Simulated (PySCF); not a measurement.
# One molecule, several mistakes: AlBH7NSi

These are calculations, not measurements. The program is PySCF 2.14.0, an open-source quantum chemistry code, run on an isolated molecule that a program drew, which may never have been made. The molecule is AlBH7NSi (charge 0, singlet), drawn as the SMILES string `[BH2][AlH][NH][SiH3]`.

Each row is a Hartree-Fock (HF) and frozen-core CCSD(T) single point in the cc-pV(D+d)Z basis, meant for a local HF minimum. Run 1 is clean. Each other run has one planted mistake out of seven kinds, and not every kind appears here: one electron removed, one electron added, multiplicity raised by two, geometry at a saddle point, minimal basis STO-3G, one bond length entered in bohr, all coordinates scaled. The reference is restricted for singlets and unrestricted otherwise, and also for a bond in bohr. Adding or removing an electron swaps singlet and doublet. Electrons count all cores. HOMO and LUMO are orbital energies over both spins, the gradient is its largest component, and the lowest frequency (negative if imaginary) is given only where the gradient is small. Bond lengths are over the 10 bonds as drawn. T1 is the CCSD diagnostic: over 0.02 (restricted) or 0.045 (unrestricted) a single reference is doubtful.

Geometry of the clean run:
```xyz
11
AlBH7NSi, angstrom
B     1.4046    1.9951   -0.1744
Al    0.1265    0.3802   -0.7890
N    -1.6374    0.6469   -0.9805
Si   -2.5910    2.0687   -0.7488
H     1.9403    2.7341   -0.9603
H     1.6536    2.2222    0.9819
H     0.6387   -1.0889   -1.0998
H    -2.1714   -0.1573   -1.2719
H    -3.2911    2.4943   -1.9862
H    -3.6272    1.8969    0.2996
H    -1.6723    3.1561   -0.3292
```

```
run  electrons  basis functions  <S^2>  HOMO (eV)  LUMO (eV)  gradient (hartree/bohr)  lowest frequency (cm^-1)  mean bond (Å)  longest bond (Å)      T1  HF (hartree)  CCSD(T) (hartree)                          mistake
  1         46              109  0.000     -10.26       1.39                  3.2e-05                        91         1.5127             2.149  0.0125    -614.08338         -614.57422                         no fault
  2         46              109  1.066      -6.77       0.91                  2.6e-02                         -         1.6723             3.391  0.0267    -613.94383         -614.40440  one bond length entered in bohr
  3         47              109  0.761      -0.51       6.56                  3.6e-02                         -         1.5127             2.149  0.0146    -614.06401         -614.57712                                ?
  4         46              109  0.000     -10.20       1.35                  1.8e-02                         -         1.5505             2.203  0.0132    -614.07773         -614.57183                                ?
```

**Which mistake was planted in run 3, and what did it cost?**

It counts 47 electrons, one more than the clean run, at the same geometry and basis. So the mistake is: one electron added. Subtracting run 1 and multiplying by 627.51 kcal/mol a hartree, the energy moved by 12.2 kcal/mol in HF and -1.8 kcal/mol in CCSD(T).

**Which mistake was planted in run 4, and what did it cost?**

The mean and the longest bond both change by the same factor, 1.025, and the gradient is no longer small. So the mistake is: all coordinates scaled. Subtracting run 1 and multiplying by 627.51 kcal/mol a hartree, the energy moved by 3.5 kcal/mol in HF and 1.5 kcal/mol in CCSD(T).

